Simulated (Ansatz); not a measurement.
Reaction (ligand exchange at the Sn–Cl bond): `C[O][Sn]([OH])([F])[Cl]` + H–F → `C[O][Sn]([OH])([F])[F]` + HCl

Calculated with Ansatz (gas phase, PBE0-D4/def2-TZVP geometries, no zero-point term in ΔE). CCSD(T)/CBS is the MP2 limit (def2-TZVPP, def2-QZVPP) plus CCSD(T) − MP2 in def2-TZVPP, frozen cores. This one scheme is used for every species. DFT in def2-TZVPP. Elements past krypton have def2 core potentials. For Sn outer-core shells are correlated without core-valence functions, which leaves a few kJ/mol of doubt a bond. One conformer a species, not always the lowest.

`C[O][Sn]([OH])([F])[Cl]`:

```xyz
10

C     1.251   -0.587    1.125
O     0.104    0.247    1.171
Sn   -1.044    0.418   -0.363
O    -0.100    1.287   -1.809
F    -2.482    1.513    0.204
Cl   -1.925   -1.587   -1.066
H     1.977   -0.245    0.380
H     0.993   -1.631    0.919
H     1.718   -0.538    2.111
H    -0.491    1.124   -2.672
```

H–F:

Cartesian coordinates in Å:
```
F 0.328 0.270 0.177
H -0.328 -0.270 -0.177
```

`C[O][Sn]([OH])([F])[F]`:

Z-matrix (Å, degrees):
```
C
O 1 1.420
H 1 1.095 2 111.8
H 1 1.095 2 112.2 3 122.9
H 1 1.092 2 106.8 3 -118.4
Sn 2 1.920 1 120.8 3 -66.9
F 6 1.902 2 112.5 1 69.5
O 6 1.931 2 112.3 1 -52.1
F 6 1.890 2 106.9 1 -175.1
H 8 0.962 6 112.9 2 154.6
```

HCl:

```xyz
2

Cl   -0.079   -0.242   -0.587
H     0.079    0.242    0.587
```

```tsv
level	ΔE (kJ/mol)	difference from CCSD(T)/CBS
BLYP-D4	31.0	-8.7
r2SCAN0-D4	40.5	0.8
r2SCANh	36.0	-3.7
LC-ωPBE	28.5	-11.2
RPA@PBE/def2-TZVPP	31.5	-8.2
MP2/def2-SVP	31.0	-8.7
CCSD/def2-SVP	30.4	-9.3
HF/def2-TZVPP	34.6	-5.1
CCSD(T)/def2-TZVPP	36.7	-3.0
HF/CBS(def2)	32.2	-7.5
CCSD(T)/CBS	39.7	0
```

Largest T1 diagnostic among the species: 0.015.

From r2SCAN to r2SCAN0 (25 % exact exchange), in def2-TZVPP and without D4, ΔE moves by +5.7 kJ/mol. The D4 term adds +5.7 kJ/mol with B3LYP and +3.2 kJ/mol with PBE0; it sums over pairs of atoms, weighted by their polarisabilities, and B3LYP, whose exchange is more repulsive, gets the larger term. At CCSD(T), def2-SVP lies −9.2 kJ/mol from the extrapolated value and def2-TZVPP −3.0 kJ/mol.

B3LYP here is the variant with VWN-RPA as its local correlation; programs differ in this.

CCSD(T)/CBS has its own doubt, a few kJ/mol and more with outer-core shells, so smaller differences from it don't rank the levels.
